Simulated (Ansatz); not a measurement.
`[F][Ga]([F])[SeH]` and `C#[C][Ga]([F])[F]` differ in one atom or group.

Ansatz, PBE0-D4/def2-TZVP geometries, multiplicity 1. Each molecule was computed in one conformer, which needn't be the lowest.

Scalar relativity is left out up to krypton.

| property | `[F][Ga]([F])[SeH]` |
| --- | --- |
| HOMO energy (PBE0/def2-TZVPP) / eV | -8.17 |
| HOMO energy (B3LYP/def2-TZVPP) / eV | -7.93 |
| HOMO energy (ωB97M-V/def2-TZVPP) / eV | -10.32 |
| size of the dipole moment (B3LYP/def2-TZVPP) / D | 2.56 |
| ideal-gas entropy at 298 K and 1 bar (rigid rotor, harmonic PBE0-D4/def2-TZVP) / J/(mol·K) | 342 |
| LUMO energy (B3LYP/def2-TZVPP) / eV | -2.10 |

Task: What does the change do to each property? (Estimate.)

Result: The calculation gave: 
```tsv
property	`C#[C][Ga]([F])[F]`	shift
HOMO energy (PBE0/def2-TZVPP) / eV	-9.15	-0.98
HOMO energy (B3LYP/def2-TZVPP) / eV	-8.89	-0.96
HOMO energy (ωB97M-V/def2-TZVPP) / eV	-11.43	-1.11
size of the dipole moment (B3LYP/def2-TZVPP) / D	3.22	0.66
ideal-gas entropy at 298 K and 1 bar (rigid rotor, harmonic PBE0-D4/def2-TZVP) / J/(mol·K)	332	-10
LUMO energy (B3LYP/def2-TZVPP) / eV	-2.04	0.06
```

The zero-point energy changes by 27.3 kJ/mol with +3 modes. Dipoles are sizes alone; their direction can turn.

B3LYP here is the variant with VWN-RPA as its local correlation; programs differ in this.

Spin–orbit coupling is left out; it splits and shifts lone-pair levels of the heavy atoms by tenths of an eV.
